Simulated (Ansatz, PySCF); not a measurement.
The molecule NiGe, closed-shell singlet (lowest of 2S+1 = 1, 3, 5 at CCSD(T)/def2-TZVPP on PBE0 minima; our sources give no spin for the ground state, which may be another). No spin–orbit coupling. Ni is treated without relativity. Ge is treated without relativity.

The constants come from a fifth-degree fit in 1/R (seven points, main isotopes). Runs in def2 and cc sets follow the lowest solution found near the PBE0 minimum. The singlet is held restricted.

Rows in LANL2DZ carry no dispersion term and start afresh at each structure. LANL2DZ brings its own core potentials from Na on.

Programs: Ansatz (an electronic-structure program); PySCF for LANL2DZ rows. Values without a source in brackets are computed.

### Question
What bond length and harmonic frequency does SVWN5/def2-TZVPP give?

### Answer
r_e = 2.074 Å, ω_e = 386 cm⁻¹.

### Question
What bond length and harmonic frequency does BP86/LANL2DZ give?

### Answer
r_e = 2.156 Å, ω_e = 347 cm⁻¹.

### Question
What bond length and harmonic frequency does B3LYP/def2-TZVPP give?

### Answer
r_e = 2.103 Å, ω_e = 370 cm⁻¹.
